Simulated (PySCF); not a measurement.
Bi(H)2(OH) (BiH3O), SMILES [OH][BiH2].

Geometry optimised at PBE0-D3(BJ)/def2-TZVP. The def2 effective core potentials stand for the cores of Bi; spin–orbit coupling is left out.

Vertical ionisation energy (IE) and electron affinity (EA) in eV. Rows of orbital energies are one-electron estimates. Where ΔSCF, EOM or ADC give a negative EA the extra electron is unbound and the value depends on the basis.

| level | IE | EA |
|---|---|---|
| −ε(HOMO), −ε(LUMO), PBE0/def2-TZVPD (PySCF) | 7.94 | 1.28 |
| −ε(HOMO), −ε(LUMO), HF/def2-TZVPD (PySCF) | 10.33 | -1.32 |
